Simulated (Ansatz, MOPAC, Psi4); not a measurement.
Molecule: trichloro(silyl)silane, Si₂H₃Cl₃ (charge 0, singlet). SMILES: [SiH3][Si](Cl)(Cl)Cl
Geometry from a B3LYP-D3(BJ)/def2-TZVP (Ansatz, a quantum-chemistry and plane-wave program) optimisation:
```xyz
8

Si    -2.2044     0.1564    -0.5742
Si     0.0475    -0.0034     0.0124
Cl     0.9774    -1.4810    -1.0731
Cl     0.2477    -0.4492     2.0093
Cl     1.0201     1.7710    -0.3513
H     -2.8575    -1.1389    -0.2842
H     -2.8218     1.2369     0.2256
H     -2.2920     0.4675    -2.0178
```
Charge 0, spin multiplicity 1.

Property: vertical ionisation energy to the doublet, in eV. Terms: valence correlation only; dispersion terms only where a functional's name holds one; six Cartesian d functions in 6-31G* and its kin unless marked 5d; PM7 with its own dispersion and hydrogen-bond terms; 6-311+G** with 5d, 6d on Na to Ar in Ansatz; non-relativistic; no spin-orbit coupling; each state is the SCF solution reached for its charge and spin; UHF or UKS for open shells. Basis-set limits of correlation are two-point, X^-3; Hartree-Fock from the larger set. The bracket is a focal-point correction in the basis named. Ab initio and DFT rows: single points at B3LYP-D3(BJ) geometries (Ansatz). Semi-empirical rows: differences of heats of formation at the shared geometry for vertical values.

Coupled cluster (Ansatz) is a level with limits of its own, used here on species with T1 under 0.025 (0.045 for open shells) and stable references: RI-MP2/CBS(aug-cc-pV(T+d)Z,aug-cc-pV(Q+d)Z)+[CCSD(T)-MP2]/aug-cc-pV(T+d)Z.

Value to compare with, RI-MP2/CBS(aug-cc-pV(T+d)Z,aug-cc-pV(Q+d)Z)+[CCSD(T)-MP2]/aug-cc-pV(T+d)Z (Ansatz): 10.82 eV.

| level | program | vertical ionisation energy to the doublet (eV) | difference |
|---|---|---|---|
| AM1 | MOPAC | 10.54 | -0.28 |
| PM3 | MOPAC | 9.57 | -1.25 |
| PM6 | MOPAC | 9.28 | -1.54 |
| PM7 | MOPAC | 10.87 | 0.05 |
| MNDO | MOPAC | 10.58 | -0.24 |
| HF/6-31G* | Ansatz | 10.57 | -0.25 |
| PBE/6-31G* | Ansatz | 10.14 | -0.68 |
| PBE/6-311+G** | Ansatz | 10.19 | -0.63 |
| B3LYP/STO-3G | Ansatz | 9.06 | -1.76 |
| B3LYP/6-31G* | Ansatz | 10.50 | -0.32 |
| wB97X-D/6-31G* | Psi4 | 10.77 | -0.05 |
| MP2/6-31G* | Ansatz | 10.56 | -0.26 |
| MP2/6-311+G** | Ansatz | 10.65 | -0.17 |
| B3LYP/def2-TZVPD | Ansatz | 10.39 | -0.43 |
| PBE0/def2-TZVPD | Ansatz | 10.42 | -0.40 |
| wB97M-V/def2-TZVPD | Ansatz | 10.64 | -0.18 |

Among the 13 habitual levels, B3LYP/STO-3G lies farthest from RI-MP2/CBS(aug-cc-pV(T+d)Z,aug-cc-pV(Q+d)Z)+[CCSD(T)-MP2]/aug-cc-pV(T+d)Z (Ansatz) (-1.76 eV); 1 of 13 lie above it, and their mean absolute difference is 0.58 eV, the median 0.28. One case shows no general order.

The levels are drawn from those run, B3LYP/6-31G* more often than the rest, none by its result; left out are runs that failed, that the program found above a lower state of the same kind, or whose <S^2> lies over 0.5 above the pure value.
